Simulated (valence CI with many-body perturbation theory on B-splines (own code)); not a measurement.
# E1 line list for Eu¹³⁺

Level of theory: relativistic CI+MBPT: four valence electrons over a frozen Dirac-Fock core [Kr] 4d10, a basis of 8 s, 8 p, 9 d, 9 f, 6 g, 3 h, 2 i functions for each j, with the one-electron correlation potential Σ1 (screened to all orders), the two-electron term Σ2, the three-electron term Σ3, Breit, model QED; selected single and double excitations, second order for the rest (own B-spline code, finite nucleus).

No measured levels were compared; by estimate terms of the open shell hold to a few per cent of their energy, and close levels can change places; configurations with another count of f electrons can be misplaced by thousands of cm⁻¹. Core correlation moves these levels by up to 37000 cm⁻¹, and in measured spectra 5 to 20 % of such shifts remained as error; rates that hang on mixing are uncertain with them.

Lines 151 to 200 of 208 in falling wavelength, among levels below 79358 cm⁻¹, chosen from the strongest by gf and those to the six lowest levels. Wavelengths and rates use the calculated energies, so an error of 2000 cm⁻¹ moves a line at 182.1 nm by 3.6 % and its rate by three times that or more. Electric multipoles are in the length gauge, E1 and E2 with the static RPA response of the core. Weak lines are less certain than strong ones. Lines between different terms over intervals too small for the method are left out, as are lines whose strength nearly cancels. Where a level lies close to another of its J and parity, the split of strength between their lines is uncertain. The highest levels of a list are the least certain.

Names give the largest LS component (configuration and term), which can be under half, so a name can repeat, a term be missing and a line seem to break the LS rules; names also repeat where a configuration has a term twice. Letters in brackets count levels of one name in rising energy.

```
λ vac (nm)             Upper         Lower   A (s⁻¹)  log gf  Branch %
     182.1  4f3.5s 3G°_3 [b]  4f2.5s2 3F_4  1.47e+02   -6.29       1.8
     180.9      4f3.5s 5G°_4  4f2.5s2 3H_4  2.76e+02   -5.91      21.3
     180.6  4f3.5s 3G°_3 [b]  4f2.5s2 3F_3  7.26e+02   -5.60       9.1
     180.5      4f3.5s 5D°_4  4f2.5s2 1G_4  2.08e+02   -6.04      35.1
     180.4      4f3.5s 3D°_1  4f2.5s2 3F_2  4.13e+03   -5.22      77.7
     180.2  4f3.5s 3I°_5 [b]  4f2.5s2 1G_4  1.11e+02   -6.23       0.9
     179.5      4f3.5s 1G°_4  4f2.5s2 3F_4  2.36e+03   -4.99      70.1
     178.5      4f3.5s 5G°_6  4f2.5s2 3H_5  2.09e+01   -6.89      14.2
     178.0      4f3.5s 1G°_4  4f2.5s2 3F_3  1.49e+02   -6.20       4.4
     177.2  4f3.5s 3G°_3 [a]  4f2.5s2 3H_4  5.36e+01   -6.75       2.4
     177.2      4f3.5s 3F°_4  4f2.5s2 3H_5  5.54e+01   -6.63       1.8
     174.6      4f3.5s 3D°_2  4f2.5s2 3F_3  9.15e+02   -5.68      19.3
     173.8      4f3.5s 1K°_7  4f2.5s2 3H_6  9.03e+01   -6.21       5.7
     171.2      4f3.5s 5G°_5  4f2.5s2 3H_4  9.93e+01   -6.32      10.1
     170.8      4f3.5s 3D°_3  4f2.5s2 3F_2  3.98e-01   -8.91       0.0
     170.7  4f3.5s 3G°_5 [a]  4f2.5s2 3H_5  2.51e+02   -5.92       5.1
     169.9      4f3.5s 3P°_1  4f2.5s2 3F_2  3.52e+03   -5.34      56.0
     169.7  4f3.5s 3G°_4 [b]  4f2.5s2 3F_4  1.61e+03   -5.20      23.8
     169.1      4f3.5s 5D°_3  4f2.5s2 3F_4  8.05e+02   -5.62      25.4
     169.0      4f3.5s 5D°_2  4f2.5s2 3F_3  2.71e+03   -5.24      51.7
     168.8  4f3.5s 3G°_3 [b]  4f2.5s2 3F_2  3.30e+03   -5.01      41.5
     168.7  4f3.5s 3G°_4 [a]  4f2.5s2 3H_4  6.86e+02   -5.58      16.9
     168.4  4f3.5s 3G°_4 [b]  4f2.5s2 3F_3  1.54e+03   -5.23      22.9
     168.3      4f3.5s 1H°_5  4f2.5s2 3H_4  6.60e+02   -5.51      13.5
     167.7      4f3.5s 5D°_3  4f2.5s2 3F_3  9.10e+02   -5.57      28.7
     163.6      4f3.5s 3D°_2  4f2.5s2 3F_2  4.19e+01   -7.08       0.9
     162.8  4f3.5s 3G°_5 [b]  4f2.5s2 3F_4  3.98e+01   -6.76       0.5
     161.4      4f3.5s 3F°_3  4f2.5s2 3H_4  6.56e+00   -7.75       0.2
     161.0      4f3.5s 3F°_4  4f2.5s2 3H_4  1.52e+02   -6.27       5.1
     159.2      4f3.5s 5D°_4  4f2.5s2 3F_4  2.76e+02   -6.02      46.7
     158.9  4f3.5s 3I°_5 [b]  4f2.5s2 3F_4  9.44e+02   -5.41       7.7
     158.6      4f3.5s 5D°_2  4f2.5s2 3F_2  6.56e+02   -5.91      12.5
     158.2      4f3.5s 1D°_2  4f2.5s2 3F_3  1.17e+03   -5.66       8.1
     158.0      4f3.5s 5D°_4  4f2.5s2 3F_3  9.06e+01   -6.52      15.3
     157.5      4f3.5s 5D°_3  4f2.5s2 3F_2  1.16e+02   -6.52       3.7
     157.3      4f3.5s 5D°_1  4f2.5s2 3F_2  2.36e+03   -5.58      61.9
     156.9      4f3.5s 1G°_4  4f2.5s2 3H_5  6.89e+02   -5.64      20.5
     156.6  4f3.5s 3G°_5 [b]  4f2.5s2 3H_6  2.66e+03   -4.97      31.3
     155.7  4f3.5s 3G°_5 [a]  4f2.5s2 3H_4  1.92e+00   -8.12       0.0
     153.1  4f3.5s 3I°_6 [b]  4f2.5s2 3H_6  6.86e+02   -5.50       3.2
     153.0  4f3.5s 3I°_5 [b]  4f2.5s2 3H_6  1.54e+03   -5.22      12.6
     150.3      4f3.5s 3L°_7  4f2.5s2 3H_6  1.33e+03   -5.17      72.0
     149.3  4f3.5s 3G°_4 [b]  4f2.5s2 3H_5  3.44e+03   -4.99      50.8
     149.1      4f3.5s 1D°_2  4f2.5s2 3F_2  2.46e+03   -5.39      17.0
     148.2  4f3.5s 3I°_7 [b]  4f2.5s2 3H_6  2.45e+04   -3.92      99.9
     147.3      4f3.5s 3D°_3  4f2.5s2 3H_4  2.95e+01   -7.17       1.1
     146.7      4f3.5s 1P°_1  4f2.5s2 3F_2  7.32e+02   -6.15      10.5
     145.8  4f3.5s 3G°_3 [b]  4f2.5s2 3H_4  3.72e+03   -5.08      46.7
     144.1      4f3.5s 1G°_4  4f2.5s2 3H_4  3.23e+01   -7.04       1.0
     144.0  4f3.5s 3G°_5 [b]  4f2.5s2 3H_5  4.22e+02   -5.84       5.0
```

Question: How does gf follow from A for the line at 169.0 nm?

Answer: gf = 1.4992 × (2J+1)_upper × A / σ², with σ = 59166 cm⁻¹ and 2J+1 = 5: gf = 5.80e-06.
